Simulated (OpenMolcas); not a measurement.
**Dy2+: moving the ligands**

Dy2+ with 6 ligands (fluoride) in trigonal antiprismatic coordination (D3d) at 2.38 Å, a polar angle of 58.0° against the regular 54.74°. A charge of +0.667 e stands 2.8 Å behind each ligand. Ligand basis ANO-RCC-VDZP.

| Item | Value |
| --- | --- |
| Program | OpenMolcas 26.06 |
| Method | CASSCF |
| Basis | ANO-RCC-VDZP [7s6p4d2f1g] |
| Scalar Hamiltonian | DKH2, point nucleus |
| Active space | 10 electrons in 7 orbitals (4f) |
| State averaging | 2S+1 = 5 even, 35 roots (33 in the spin-orbit step); 2S+1 = 3 even, 106 roots kept (CI in the orbitals of an earlier block); 2S+1 = 1 even, 34 roots kept (CI in the orbitals of an earlier block, 31 in the spin-orbit step) |
| Spin-orbit coupling | RASSI with atomic mean-field integrals over the reference wave functions |

Runs around this geometry, states (labels of D3, the rotations of D3d). Energies in cm-1 above the lowest state or level, χT in cm3 K/mol.

```
R (Å)  Ground state  First state of that spin  First gap with spin-orbit (degeneracies)  Width of lowest J  χT at 300 K
 2.33           5A2                   5E 74.3                                1.4 (1, 2)                302       13.810
 2.38           5A2                   5E 63.2                                1.4 (1, 2)                268       13.842
 2.43           5A2                   5E 53.8                                1.4 (1, 2)                241       13.867
```

Taking the width of the lowest J multiplet as R^-n, n = -ln(241 / 302) / ln(2.43 / 2.33) = 5.4 between the shortest and longest distance.

High states are left out of the spin-orbit mixing, which shifts the levels that they would mix with. Without dynamic correlation the ligand-field splitting of an f shell can come out too small, at times by half. A group larger than the point group allows holds several states that coincide in this model. No measured value stands beside these numbers; the geometry was imposed, not optimised, and the real ion may take another.
